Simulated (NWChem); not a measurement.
System: BeH2Se; SMILES [BeH][SeH]

Parts of the log:

```
             Northwest Computational Chemistry Package (NWChem) 7.3.0
             --------------------------------------------------------

 CS  symmetry detected

                             Geometry "geometry" -> ""
                             -------------------------

 Output coordinates in angstroms (scale by  1.889725989 to convert to a.u.)

  No.       Tag          Charge          X              Y              Z
 ---- ---------------- ---------- -------------- -------------- --------------
    1 Be                   4.0000     0.01989930    -1.75404074     0.00000000
    2 H                    1.0000     0.02031700    -3.08822845     0.00000000
    3 Se                  34.0000     0.03925581     0.28843118     0.00000000
    4 H                    1.0000    -1.43461170     0.29773124     0.00000000

 Effective nuclear repulsion energy (a.u.)      55.3413154325

      Symmetry information
      --------------------

 Group name             Cs
 Group number              2
 Group order               2
 No. of unique centers     4

                                 NWChem DFT Module
                                 -----------------

 Summary of "ao basis" -> "ao basis" (spherical)
 ------------------------------------------------------------------------------
       Tag                 Description            Shells   Functions and Types
 ---------------- ------------------------------  ------  ---------------------
 Be                        def2-svpd                 6       12   3s3p
 H                         def2-svpd                 4        8   2s2p
 Se                        def2-svpd                15       41   6s5p4d

      Symmetry analysis of basis
      --------------------------

        a'         49
        a"         20

            General Information
            -------------------
          SCF calculation type: DFT
          Wavefunction type:  closed shell.
          No. of atoms     :     4
          No. of electrons :    40
           Alpha electrons :    20
            Beta electrons :    20
          Charge           :     0
          Spin multiplicity:     1
          Use of symmetry is: off; symmetry adaption is: on
          Maximum number of iterations: 150
          AO basis - number of functions:    69
                     number of shells:    29
          Convergence on energy requested:  1.00D-06
          Convergence on density requested:  1.00D-05
          Convergence on gradient requested:  5.00D-04

              XC Information
              --------------
                         B3LYP Method XC Potential
                     Hartree-Fock (Exact) Exchange  0.200
                        Slater Exchange Functional  0.800 local
                    Becke 1988 Exchange Functional  0.720 non-local
              Lee-Yang-Parr Correlation Functional  0.810
                  VWN I RPA Correlation Functional  0.190 local

             Grid Information
             ----------------
          Grid used for XC integration:  medium
          Radial quadrature: Mura-Knowles
          Angular quadrature: Lebedev.
          Tag              B.-S. Rad. Rad. Pts. Rad. Cut. Ang. Pts.
          ---              ---------- --------- --------- ---------
          Be                  1.05       49          12.0       434
          H                   0.35       45          12.0       434
          Se                  1.15      112          12.0       590
          Grid pruning is: on
          Number of quadrature shells:   251
          Spatial weights used:  Erf1

      Superposition of Atomic Density Guess
      -------------------------------------

 Sum of atomic energies:       -2415.06614568

      Non-variational initial energy
      ------------------------------

 Total energy =   -2415.483069
 1-e energy   =   -3472.517395
 2-e energy   =    1001.693011
 HOMO         =      -0.314789
 LUMO         =       0.023448

      Symmetry analysis of molecular orbitals - initial
      -------------------------------------------------

  Numbering of irreducible representations:

     1 a'          2 a"

  Orbital symmetries:

[...]

                                NWChem TDDFT Module
                                -------------------

            General Information
            -------------------
           No. of orbitals :     138
            Alpha orbitals :      69
             Beta orbitals :      69
        Alpha frozen cores :       0
         Beta frozen cores :       0
     Alpha frozen virtuals :       0
      Beta frozen virtuals :       0
         Spin multiplicity :       1
    Number of AO functions :      69
        Use of symmetry is : off
      Symmetry adaption is : on
         Schwarz screening :  0.10D-07

              XC Information
              --------------
                  B3LYP Method XC Potential
              Hartree-Fock (Exact) Exchange   0.20
                 Slater Exchange Functional   0.80 local
             Becke 1988 Exchange Functional   0.72 non-local
       Lee-Yang-Parr Correlation Functional   0.81
           VWN I RPA Correlation Functional   0.19 local

             TDDFT Information
             -----------------
          Calculation type : Tamm-Dancoff TDDFT
         Wavefunction type : Restricted singlets
          No. of electrons :      40
           Alpha electrons :      20
            Beta electrons :      20
              No. of roots :       6
          Max subspacesize :    5200
            Max iterations :     100
               Target root :       1
           Target symmetry : none
      Symmetry restriction : off
                 Algorithm : Optimal
        Davidson threshold :  0.10D-03

    6 smallest eigenvalue differences (eV)
--------------------------------------------------------
  No. Spin  Occ  Vir  Irrep   E(Occ)    E(Vir)   E(Diff)
--------------------------------------------------------
    1    1   20   21 a"       -0.263    -0.050     5.803
    2    1   20   22 a'       -0.263    -0.030     6.336
    3    1   20   23 a"       -0.263    -0.018     6.680
    4    1   19   21 a'       -0.317    -0.050     7.271
    5    1   20   24 a"       -0.263     0.019     7.666
    6    1   19   22 a"       -0.317    -0.030     7.804
--------------------------------------------------------

  Entering Davidson iterations
  Restricted singlet excited states

  Iter   NTrls   NConv    DeltaV     DeltaE      Time
  ----  ------  ------  ---------  ---------  ---------
    1      6       0     0.10E+00   0.10+100        2.8
    2     12       0     0.16E-01   0.16E-01        2.7
    3     18       0     0.66E-02   0.43E-03        2.8
    4     24       2     0.12E-02   0.37E-04        2.8
    5     28       4     0.30E-03   0.31E-05        2.5
    6     30       6     0.78E-04   0.21E-06        2.2
  ----  ------  ------  ---------  ---------  ---------
  Convergence criterion met

  Ground state a'      -2417.261166393238 a.u.

  ----------------------------------------------------------------------------
  Root   1 singlet a"             0.170187803 a.u.                4.6310 eV
  ----------------------------------------------------------------------------
     Transition Moments    X  0.00000   Y -0.00000   Z  0.03510
     Dipole Oscillator Strength                    0.0001397888
     Electric Quadrupole                           0.0000000193
     Magnetic Dipole                               0.0000002124
     Total Oscillator Strength                     0.0001400205

     Occ.   20  a"  ---  Virt.   21  a'       0.99668
  ----------------------------------------------------------------------------
  Root   2 singlet a"             0.206389972 a.u.                5.6162 eV
  ----------------------------------------------------------------------------
     Transition Moments    X  0.00000   Y  0.00000   Z  0.59981
     Dipole Oscillator Strength                    0.0495017026
     Electric Quadrupole                           0.0000000015
     Magnetic Dipole                               0.0000001056
     Total Oscillator Strength                     0.0495018096

     Occ.   20  a"  ---  Virt.   23  a'      -0.98899
     Occ.   20  a"  ---  Virt.   24  a'       0.11807
  ----------------------------------------------------------------------------
  Root   3 singlet a'             0.211551442 a.u.                5.7566 eV
  ----------------------------------------------------------------------------
     Transition Moments    X  0.01556   Y -0.85992   Z  0.00000
     Dipole Oscillator Strength                    0.1043237522
     Electric Quadrupole                           0.0000000747
     Magnetic Dipole                               0.0000002552
     Total Oscillator Strength                     0.1043240822

     Occ.   17  a'  ---  Virt.   21  a'      -0.07876
     Occ.   19  a'  ---  Virt.   21  a'      -0.37155
     Occ.   19  a'  ---  Virt.   23  a'      -0.08706
     Occ.   19  a'  ---  Virt.   24  a'      -0.11568
     Occ.   19  a'  ---  Virt.   25  a'      -0.06241
     Occ.   19  a'  ---  Virt.   31  a'       0.06582
     Occ.   20  a"  ---  Virt.   22  a"       0.89731
     Occ.   20  a"  ---  Virt.   27  a"       0.05827
  ----------------------------------------------------------------------------
  Root   4 singlet a'             0.224942625 a.u.                6.1210 eV
  ----------------------------------------------------------------------------
     Transition Moments    X  0.21468   Y -0.42109   Z -0.00000
     Dipole Oscillator Strength                    0.0335022499
     Electric Quadrupole                           0.0000002053
     Magnetic Dipole                               0.0000023894
     Total Oscillator Strength                     0.0335048446

[...]
```

Level: B3LYP/def2-SVPD, TDA. All runs use the structure optimised with PBE0/def2-SVP. B3LYP is NWChem's, with the RPA form of VWN correlation.

Write an input that gives this output.

Several could match; the one computed here: the input that was run:
```
start job
memory heap 200 mb stack 900 mb global 1100 mb
geometry units angstroms noautoz
  Be     0.106763    -1.547179     0.000000
  H      0.046476    -2.880004     0.000000
  Se     0.219030     0.492297     0.000000
  H     -1.252888     0.568647     0.000000
end
basis spherical
  * library def2-svpd
end
dft
  xc b3lyp
  iterations 150
end
tddft
  cis
  nroots 6
  notriplet
end
task tddft energy
```
